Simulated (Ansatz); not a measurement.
**Molecular dynamics of C₂H₇ClFNOSi**

Input:

```yaml
crystal:
  periodic: [false, false, false]
  atoms:
    - { symbol: Si, position_ang: [-0.062278, -0.006746, -0.111961] }
    - { symbol: F, position_ang: [-0.859607, -0.835589, 1.025418] }
    - { symbol: O, position_ang: [1.546545, 0.298833, 0.269227] }
    - { symbol: H, position_ang: [2.040259, -0.570137, 0.103688] }
    - { symbol: "N", position_ang: [-0.808826, 1.54817, -0.274493] }
    - { symbol: C, position_ang: [-2.284625, 1.568515, -0.468645] }
    - { symbol: H, position_ang: [-2.750727, 0.843469, 0.216643] }
    - { symbol: H, position_ang: [-2.671194, 2.572968, -0.230345] }
    - { symbol: H, position_ang: [-2.59175, 1.321851, -1.504123] }
    - { symbol: C, position_ang: [-0.123572, 2.526843, -1.162867] }
    - { symbol: H, position_ang: [-0.31765, 2.346151, -2.238319] }
    - { symbol: H, position_ang: [-0.469546, 3.545288, -0.922102] }
    - { symbol: H, position_ang: [0.96157, 2.472043, -0.98685] }
    - { symbol: Cl, position_ang: [-0.1373, -1.246659, -1.854472] }
basis:
  gaussian: { orbitals: STO-3G }
hamiltonian:
  xc: r2scanh
  dispersion: d4
md:
  timestep: 0.25
  n_steps: 127
  ensemble: nvt_nose_hoover
  temperature: 400.0
  initial_velocities: maxwell_boltzmann
  seed: 342841
  nose_hoover: { tau: 1.0, chain_length: 1 }
```

Launched with:

```bash
$ ansatz run input.yaml --threads 1 --pin off --max-ram 2048MiB --backend cpu --events-out ev --progress --plain --runs-dir out
```

It starts from a relaxed structure.

Output, in part (one step line in 3, the closing report, with atoms numbered from 0):

```
md step     0: t =     0.00 fs  T =   400.0 K  F+E_penalty+E_count = -28500.74534144 eV  E_kin = 0.620448 eV  conserved = -28500.12489345 eV  (22 SCF iters)
md step     3: t =     0.75 fs  T =   371.3 K  F+E_penalty+E_count = -28500.69610861 eV  E_kin = 0.575990 eV  conserved = -28500.12466803 eV  (20 SCF iters)
md step     6: t =     1.50 fs  T =   329.8 K  F+E_penalty+E_count = -28500.58200162 eV  E_kin = 0.511525 eV  conserved = -28500.12396361 eV  (20 SCF iters)
md step     9: t =     2.25 fs  T =   359.0 K  F+E_penalty+E_count = -28500.48429478 eV  E_kin = 0.556906 eV  conserved = -28500.12343711 eV  (20 SCF iters)
md step    12: t =     3.00 fs  T =   496.3 K  F+E_penalty+E_count = -28500.46373446 eV  E_kin = 0.769766 eV  conserved = -28500.12371764 eV  (19 SCF iters)
md step    15: t =     3.75 fs  T =   564.4 K  F+E_penalty+E_count = -28500.48671696 eV  E_kin = 0.875491 eV  conserved = -28500.12437509 eV  (19 SCF iters)
md step    18: t =     4.50 fs  T =   407.0 K  F+E_penalty+E_count = -28500.46671827 eV  E_kin = 0.631278 eV  conserved = -28500.12457167 eV  (19 SCF iters)
md step    21: t =     5.25 fs  T =   257.6 K  F+E_penalty+E_count = -28500.40139414 eV  E_kin = 0.399583 eV  conserved = -28500.12438191 eV  (20 SCF iters)
md step    24: t =     6.00 fs  T =   221.6 K  F+E_penalty+E_count = -28500.32975350 eV  E_kin = 0.343674 eV  conserved = -28500.12409497 eV  (20 SCF iters)
md step    27: t =     6.75 fs  T =   325.9 K  F+E_penalty+E_count = -28500.27727697 eV  E_kin = 0.505568 eV  conserved = -28500.12384807 eV  (19 SCF iters)
md step    30: t =     7.50 fs  T =   629.0 K  F+E_penalty+E_count = -28500.26733375 eV  E_kin = 0.975681 eV  conserved = -28500.12374784 eV  (21 SCF iters)
md step    33: t =     8.25 fs  T =   710.4 K  F+E_penalty+E_count = -28500.31388056 eV  E_kin = 1.101869 eV  conserved = -28500.12390324 eV  (20 SCF iters)
md step    36: t =     9.00 fs  T =   389.3 K  F+E_penalty+E_count = -28500.38233442 eV  E_kin = 0.603861 eV  conserved = -28500.12422039 eV  (21 SCF iters)
md step    39: t =     9.75 fs  T =   219.5 K  F+E_penalty+E_count = -28500.43827316 eV  E_kin = 0.340427 eV  conserved = -28500.12449908 eV  (19 SCF iters)
md step    42: t =    10.50 fs  T =   197.6 K  F+E_penalty+E_count = -28500.47567815 eV  E_kin = 0.306424 eV  conserved = -28500.12466577 eV  (19 SCF iters)
md step    45: t =    11.25 fs  T =   283.7 K  F+E_penalty+E_count = -28500.48979689 eV  E_kin = 0.440093 eV  conserved = -28500.12466967 eV  (20 SCF iters)
md step    48: t =    12.00 fs  T =   504.5 K  F+E_penalty+E_count = -28500.46563538 eV  E_kin = 0.782569 eV  conserved = -28500.12440319 eV  (20 SCF iters)
md step    51: t =    12.75 fs  T =   654.4 K  F+E_penalty+E_count = -28500.39826502 eV  E_kin = 1.014987 eV  conserved = -28500.12386875 eV  (20 SCF iters)
md step    54: t =    13.50 fs  T =   463.3 K  F+E_penalty+E_count = -28500.34726187 eV  E_kin = 0.718562 eV  conserved = -28500.12359080 eV  (20 SCF iters)
md step    57: t =    14.25 fs  T =   293.8 K  F+E_penalty+E_count = -28500.35986287 eV  E_kin = 0.455776 eV  conserved = -28500.12384571 eV  (20 SCF iters)
md step    60: t =    15.00 fs  T =   264.7 K  F+E_penalty+E_count = -28500.40696489 eV  E_kin = 0.410574 eV  conserved = -28500.12427297 eV  (20 SCF iters)
md step    63: t =    15.75 fs  T =   330.0 K  F+E_penalty+E_count = -28500.44165659 eV  E_kin = 0.511805 eV  conserved = -28500.12453724 eV  (20 SCF iters)
md step    66: t =    16.50 fs  T =   441.3 K  F+E_penalty+E_count = -28500.41787927 eV  E_kin = 0.684497 eV  conserved = -28500.12443908 eV  (20 SCF iters)
md step    69: t =    17.25 fs  T =   481.0 K  F+E_penalty+E_count = -28500.31169579 eV  E_kin = 0.746013 eV  conserved = -28500.12392656 eV  (23 SCF iters)
md step    72: t =    18.00 fs  T =   407.3 K  F+E_penalty+E_count = -28500.17317487 eV  E_kin = 0.631759 eV  conserved = -28500.12326099 eV  (19 SCF iters)
md step    75: t =    18.75 fs  T =   358.1 K  F+E_penalty+E_count = -28500.09489040 eV  E_kin = 0.555451 eV  conserved = -28500.12295693 eV  (19 SCF iters)
md step    78: t =    19.50 fs  T =   408.4 K  F+E_penalty+E_count = -28500.11703068 eV  E_kin = 0.633554 eV  conserved = -28500.12328664 eV  (19 SCF iters)
md step    81: t =    20.25 fs  T =   486.3 K  F+E_penalty+E_count = -28500.19551648 eV  E_kin = 0.754235 eV  conserved = -28500.12396249 eV  (20 SCF iters)
md step    84: t =    21.00 fs  T =   442.6 K  F+E_penalty+E_count = -28500.23573273 eV  E_kin = 0.686600 eV  conserved = -28500.12440663 eV  (20 SCF iters)
md step    87: t =    21.75 fs  T =   321.7 K  F+E_penalty+E_count = -28500.19516400 eV  E_kin = 0.498919 eV  conserved = -28500.12435490 eV  (20 SCF iters)
md step    90: t =    22.50 fs  T =   253.1 K  F+E_penalty+E_count = -28500.10892686 eV  E_kin = 0.392547 eV  conserved = -28500.12393072 eV  (19 SCF iters)
md step    93: t =    23.25 fs  T =   294.5 K  F+E_penalty+E_count = -28500.02923732 eV  E_kin = 0.456799 eV  conserved = -28500.12341500 eV  (23 SCF iters)
md step    96: t =    24.00 fs  T =   513.6 K  F+E_penalty+E_count = -28500.00632290 eV  E_kin = 0.796641 eV  conserved = -28500.12319610 eV  (20 SCF iters)
md step    99: t =    24.75 fs  T =   714.8 K  F+E_penalty+E_count = -28500.06438591 eV  E_kin = 1.108800 eV  conserved = -28500.12351354 eV  (25 SCF iters)
md step   102: t =    25.50 fs  T =   478.7 K  F+E_penalty+E_count = -28500.14655111 eV  E_kin = 0.742539 eV  conserved = -28500.12395442 eV  (20 SCF iters)
md step   105: t =    26.25 fs  T =   259.4 K  F+E_penalty+E_count = -28500.20640509 eV  E_kin = 0.402387 eV  conserved = -28500.12423141 eV  (19 SCF iters)
md step   108: t =    27.00 fs  T =   204.4 K  F+E_penalty+E_count = -28500.25062442 eV  E_kin = 0.317056 eV  conserved = -28500.12439925 eV  (19 SCF iters)
md step   111: t =    27.75 fs  T =   263.5 K  F+E_penalty+E_count = -28500.28369961 eV  E_kin = 0.408685 eV  conserved = -28500.12447986 eV  (19 SCF iters)
md step   114: t =    28.50 fs  T =   447.6 K  F+E_penalty+E_count = -28500.29185524 eV  E_kin = 0.694301 eV  conserved = -28500.12441406 eV  (20 SCF iters)
md step   117: t =    29.25 fs  T =   617.5 K  F+E_penalty+E_count = -28500.24438546 eV  E_kin = 0.957802 eV  conserved = -28500.12407216 eV  (25 SCF iters)
md step   120: t =    30.00 fs  T =   482.5 K  F+E_penalty+E_count = -28500.15972645 eV  E_kin = 0.748410 eV  conserved = -28500.12353834 eV  (20 SCF iters)
md step   123: t =    30.75 fs  T =   313.2 K  F+E_penalty+E_count = -28500.12636135 eV  E_kin = 0.485773 eV  conserved = -28500.12335709 eV  (19 SCF iters)
md step   126: t =    31.50 fs  T =   291.4 K  F+E_penalty+E_count = -28500.17230206 eV  E_kin = 0.452000 eV  conserved = -28500.12376661 eV  (20 SCF iters)
md step   127: t =    31.75 fs  T =   311.3 K  F+E_penalty+E_count = -28500.19816137 eV  E_kin = 0.482812 eV  conserved = -28500.12398197 eV  (24 SCF iters)
Total energy: -28500.19816741 eV, -1047.3629645241 hartree
Atom 0 at    -0.138101    -0.060713    -0.139400 Å, force     1.183227     1.499775    -0.555163 eV/Å
Atom 1 at    -0.889798    -0.654216     1.155797 Å, force    -0.159789    -0.671489    -0.115597 eV/Å
Atom 2 at     1.548218     0.208962     0.083668 Å, force    -1.346341     0.314077     0.430216 eV/Å
Atom 3 at     1.923610    -0.617480    -0.343530 Å, force     0.538415    -0.414486    -0.261933 eV/Å
Atom 4 at    -0.857710     1.526519    -0.297681 Å, force    -1.475387    -0.932656    -0.309426 eV/Å
Atom 5 at    -2.356163     1.701712    -0.472984 Å, force     1.998959     0.787580     0.447967 eV/Å
Atom 6 at    -2.862768     0.982779     0.106318 Å, force    -0.976616    -1.733052     1.125711 eV/Å
Atom 7 at    -2.664524     2.677978    -0.056144 Å, force     0.167154     0.061127    -0.512123 eV/Å
Atom 8 at    -2.654283     1.581451    -1.511175 Å, force    -0.304408     0.289207    -0.693241 eV/Å
Atom 9 at    -0.181940     2.630623    -0.975648 Å, force     2.824374     1.004250     0.699685 eV/Å
Atom 10 at    -0.594856     2.913857    -1.975296 Å, force     0.185113    -0.209396     0.466880 eV/Å
Atom 11 at    -0.223338     3.503198    -0.261770 Å, force    -0.242536    -0.184968    -1.009001 eV/Å
Atom 12 at     0.946899     2.408153    -1.049735 Å, force    -1.803800     0.117683    -0.233908 eV/Å
Atom 13 at     0.010914    -1.358394    -1.885028 Å, force    -0.588365     0.072349     0.519933 eV/Å
Dipole moment:    -0.171332     0.253059     0.195069 e Å
```

The run went to its last step. The conserved energy stayed within 0.14 meV per atom of its start (net change 0.065 meV per atom), so the integration is sound. A run of 0.032 ps of so small a system gives no equilibrium averages. Limits of this set-up: minimal basis.

The same pairs are bonded in the first frame and the last. Pairs count as bonded within 1.25 times the sum of covalent radii (0.12 Å more for H–H).

Last frame:

```xyz
14
Properties=species:S:1:pos:R:3
Si -0.138 -0.061 -0.139
F -0.890 -0.654 1.156
O 1.548 0.209 0.084
H 1.924 -0.618 -0.344
N -0.858 1.526 -0.298
C -2.356 1.702 -0.473
H -2.863 0.983 0.106
H -2.664 2.678 -0.056
H -2.654 1.581 -1.511
C -0.182 2.631 -0.976
H -0.595 2.914 -1.975
H -0.223 3.503 -0.262
H 0.947 2.408 -1.050
Cl 0.011 -1.358 -1.885
```

The run took 13 min on 1 thread of Arm Neoverse V2, on a shared host, peak memory 0.17 GiB.
